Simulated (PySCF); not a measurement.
**Radial density of Sr⁻ (strontium, charge -1)**

wB97X, [Kr] 4d1 5s2, 2D determinant. All numbers are calculated (PySCF 2.14, the spin-free X2C one-electron Hamiltonian (Gaussian nucleus), in aug-cc-pVDZ-X2C).

```
r (bohr)  4πr²ρ (e/bohr)  4πr²(ρα − ρβ)
  0.0286           47.60         0.0000
  0.0481           40.36         0.0000
  0.0809           46.61         0.0001
   0.136           56.43         0.0006
   0.229           34.24         0.0020
   0.385           41.56         0.0024
   0.648           20.39         0.0000
    1.09           7.577         0.0065
    1.83           4.000         0.0196
    3.08          0.8044         0.0251
    5.19          0.4005         0.0182
    8.72          0.1069         0.0780
    14.7         0.07074         0.0707
    24.7       8.754e-05         0.0001
```

Densities and radii are taken from the X2C orbitals without a picture-change correction, which distorts them close to the nucleus.

The configuration of this anion was assumed by filling the next shell in order. It is not the known or likely ground configuration (Ca⁻, Sr⁻ and Ba⁻, for instance, bind a p electron), so these values are not the electron affinity of the element. At wB97X the highest occupied level has a positive energy, so only the finite basis holds that electron.
